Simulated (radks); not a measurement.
Results of a calculation; reference values are marked as such.
Question: These are the eigenvalues of the occupied orbitals of an atom or ion with whole-number occupations (eV). Code: a radial shooting solver on a logarithmic mesh with Libxc functionals. Model: non-relativistic Kohn-Sham, SCAN, spin-polarised, spherical densities, point nucleus; meta-GGA in the generalised Kohn-Sham scheme.

1s down: -73162.23
1s up: -73162.23
2s down: -12236.67
2s up: -12236.67
2p down: -11759.67
2p up: -11759.67
3s down: -2880.522
3s up: -2880.522
3p down: -2653.995
3p up: -2653.995
3d down: -2232.846
3d up: -2232.846
4s down: -619.0997
4s up: -619.0996
4p down: -520.7038
4p up: -520.7038
4d down: -340.9345
4d up: -340.9345
4f down: -101.9581
4f up: -101.9581
5s down: -93.6562
5s up: -93.6560
5p down: -62.6008
5p up: -62.6005
5d up: -14.9027
5d down: -14.9026
6f up: -0.3501

Which element is it, and in what charge state? The configuration may be excited. Open shells, if any, are filled with parallel spins first.

Answer: Z = 79, gold, charge 0: Au in [Xe] 4f14 5d10 6f1. The list shows which subshells hold electrons but not how many an open one holds; the 1s level, -2688.7 hartree, gives Z - s = 73.3 by -(Z - s)^2/2, which with screening narrows Z to a few neighbours, and the depths of the outer levels then fix element, charge and occupations together.
